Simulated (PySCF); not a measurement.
# Assignment exercise: C3H10OSi4

Molfile (atoms numbered from 1):
```
C3H10OSi4
     RDKit          3D

 18 17  0  0  0  0  0  0  0  0999 V2000
   -2.2013    2.2507    2.6639 O   0  0  0  0  0  0  0  0  0  0  0  0
   -2.3892    2.2019    1.4734 C   0  0  0  0  0  0  0  0  0  0  0  0
   -1.7684    1.2936    0.5731 C   0  0  0  0  0  0  0  0  0  0  0  0
   -1.2369    0.5196   -0.1949 C   0  0  0  0  0  0  0  0  0  0  0  0
   -0.3426   -0.6924   -1.2780 Si  0  0  2  0  0  4  0  0  0  0  0  0
   -1.1328   -2.7878   -0.6537 Si  0  0  0  0  0  4  0  0  0  0  0  0
    1.9177   -0.1928   -0.9440 Si  0  0  0  0  0  4  0  0  0  0  0  0
    2.3941    1.2146    0.8316 Si  0  0  0  0  0  4  0  0  0  0  0  0
   -3.0924    2.8963    0.9663 H   0  0  0  0  0  0  0  0  0  0  0  0
   -0.8224   -0.3201   -2.6253 H   0  0  0  0  0  0  0  0  0  0  0  0
   -2.3995   -3.1493   -1.2921 H   0  0  0  0  0  0  0  0  0  0  0  0
   -0.1558   -3.8151   -1.0281 H   0  0  0  0  0  0  0  0  0  0  0  0
   -1.3276   -2.8692    0.7936 H   0  0  0  0  0  0  0  0  0  0  0  0
    2.6033   -1.4921   -0.8074 H   0  0  0  0  0  0  0  0  0  0  0  0
    2.4568    0.3266   -2.2122 H   0  0  0  0  0  0  0  0  0  0  0  0
    3.7856    1.1164    1.2810 H   0  0  0  0  0  0  0  0  0  0  0  0
    1.5415    0.8924    1.9744 H   0  0  0  0  0  0  0  0  0  0  0  0
    2.1611    2.6130    0.4668 H   0  0  0  0  0  0  0  0  0  0  0  0
  1  2  2  0
  2  3  1  0
  3  4  3  0
  4  5  1  0
  5  6  1  0
  5  7  1  0
  7  8  1  0
  2  9  1  0
  5 10  1  6
  6 11  1  0
  6 12  1  0
  6 13  1  0
  7 14  1  0
  7 15  1  0
  8 16  1  0
  8 17  1  0
  8 18  1  0
M  END
```

[PySCF: shielding tensors at PBE0/pcSseg-1 (GIAO); GFN2-xTB geometry; relativity neglected; equivalent nuclei averaged; single conformer; in vacuum]

Chemical shifts δ = σref − σ; 13C (186.93 ppm), 1H (31.72 ppm) vs TMS, all at this level.

(1) Assign these signals to the numbered atoms. 13C{1H} NMR (computed): δ 181.2, 115.0, 107.1.

(2) Assign these signals to the numbered atoms. 1H NMR (600 MHz, computed): δ 9.47 (s, 1H), 4.53 (m, 1H), 3.67 (d, 3H), 3.65 (m, 3H), 3.60 (m, 1H), 3.42 (m, 1H).

Answers

(1) 
```tsv
δ (ppm)	atoms	environment	reason
181.2	C2	aldehyde carbonyl carbon	the double bond to the heteroatom, with no lone-pair donor beside it, deshields it most
115.0	C3	alkyne carbon	–
107.1	C4	alkyne carbon	–
```

(2) 
```tsv
δ (ppm)	atoms	environment	reason
9.47	H9	hydrogen on an aldehyde carbonyl carbon	deshielded by the polar, anisotropic C=O bond
4.53	H10	hydrogen on a silicon bonded to C, 2 Si	–
3.67	H11/H12/H13	hydrogen on a silicon bonded to Si	–
3.65	H16/H17/H18	hydrogen on a silicon bonded to Si	–
3.60	H15	hydrogen on a silicon bonded to 2 Si	–
3.42	H14	hydrogen on a silicon bonded to 2 Si	–
```

H11/H12/H13 and H16/H17/H18; H16/H17/H18 and H15 lie closer than the usual error of such a calculation, so a measured spectrum could show them in the other order.

Shifts are as computed. Against solution values, carbons near 30 ppm lie about +3 ppm off and those near 130 ppm about +5 ppm. Of 1211 compounds with measured shifts, 218 miss one by over three times the rms of a fit or turn the order of signals round; such compounds aren't used in these exercises. No couplings were computed; multiplicities are counted from neighbouring protons, with m where these are inequivalent, close in shift, in a saturated or five-membered ring or joined by F or P, and br s for small geminal =CH2 splittings.
